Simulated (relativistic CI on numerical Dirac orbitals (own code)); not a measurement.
## Cr⁺ (3d5) in a crystal field

Calculated by Dirac-Coulomb-Breit CI, separate exchange-only KLI orbitals for each configuration, QED by a radiative potential, valence Slater integrals scaled by 0.65, one configuration in a parametric crystal field (own radial code).

Field parameters in Wybourne normalisation: Td as Oh with Dq negative (B⁴₀ = 21Dq, B⁴₄ = √(5/14) B⁴₀). The field is a parameter set, without covalency.

S is read from ⟨S²⟩ = S(S + 1).

Levels (cm⁻¹, degeneracy): 0 (2), 0 (4), 7015 (4), 7226 (2), 7688 (2), 7718 (4), 7816 (4), 7916 (2), 11531 (2), 11532 (4), 11542 (4), 11545 (2).

Which field gives this pattern?
A. Td, 10Dq = -10350 cm⁻¹
B. Td, 10Dq = -1050 cm⁻¹
C. Td, 10Dq = -3600 cm⁻¹
D. Td, 10Dq = -7800 cm⁻¹

A. Td, 10Dq = -10350 cm⁻¹, ground level with S = 2.50.
